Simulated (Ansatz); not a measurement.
Ansatz (a quantum-chemistry and plane-wave program) input (SVWN5/def2-TZVPD):

Ansatz 0.2 input:
```yaml
crystal:
  periodic: [false, false, false]
  atoms:
    - {symbol: O, position_ang: [2.91852201, 0.45973061, 0.33878051]}
    - {symbol: C, position_ang: [1.62959618, 0.24612923, -0.23559660]}
    - {symbol: C, position_ang: [0.96177781, -0.87779062, 0.53437963]}
    - {symbol: C, position_ang: [-0.41041770, -1.27198169, -0.03249300]}
    - {symbol: Si, position_ang: [-1.78912233, -0.02607843, 0.15282849]}
    - {symbol: O, position_ang: [-1.47456269, 1.25764750, -0.85127501]}
    - {symbol: H, position_ang: [3.33561603, 1.20294741, -0.10768896]}
    - {symbol: H, position_ang: [1.02435900, 1.15708456, -0.18739968]}
    - {symbol: H, position_ang: [1.71826813, -0.03390873, -1.29363399]}
    - {symbol: H, position_ang: [1.63269673, -1.74070292, 0.51925158]}
    - {symbol: H, position_ang: [0.86765458, -0.57525729, 1.58091265]}
    - {symbol: H, position_ang: [-0.32351589, -1.53966282, -1.09117401]}
    - {symbol: H, position_ang: [-0.76123960, -2.17868826, 0.47300616]}
    - {symbol: H, position_ang: [-1.88128031, 0.43354477, 1.56439888]}
    - {symbol: H, position_ang: [-3.08893646, -0.65095134, -0.20853909]}
    - {symbol: H, position_ang: [-2.11332177, 1.97352598, -0.88651660]}
basis:
  gaussian:
    orbitals: def2-TZVPD
hamiltonian:
  xc: {name: SVWN5}
total_charge: 1
magnetization: {spin_polarized: true, initial_magnetization: 1}
```

End of the output:

```
integrals: 0.35 GiB planned
1675 factors; their error is unknown
0.25 GiB of the device are held for the grids
2.23 GiB of device memory are held for the factors and their scratch space
mean field: 2.53 GiB planned
mean field evaluation 1: about -15111.8440 eV, gradient 9.5e1 eV
mean field evaluation 2: about -14599.2924 eV, gradient 2.7e2 eV
mean field evaluation 4: about -15135.4522 eV, gradient 5.6e1 eV
mean field evaluation 8: about -15147.2180 eV, gradient 1.5e1 eV
mean field evaluation 16: about -15149.4452 eV, gradient 4.0e0 eV
mean field evaluation 32: about -15148.9356 eV, gradient 6.8e0 eV
mean field -15149.57767187 eV, -556.7367106885 hartree, gradient 2.5e-5 eV, S^2 0.751142; 6 other end points of the search recorded, 0 dependent functions left out
reference -15149.57773535 eV, -556.7367130215 hartree; 29, 28 occupied and 295, 296 virtual orbitals, 1675 factors
Total energy: -15149.57773535 eV, -556.7367130215 hartree
```

This state (charge 1, doublet) is run at the relaxed geometry of the species with charge 0 and multiplicity 1.
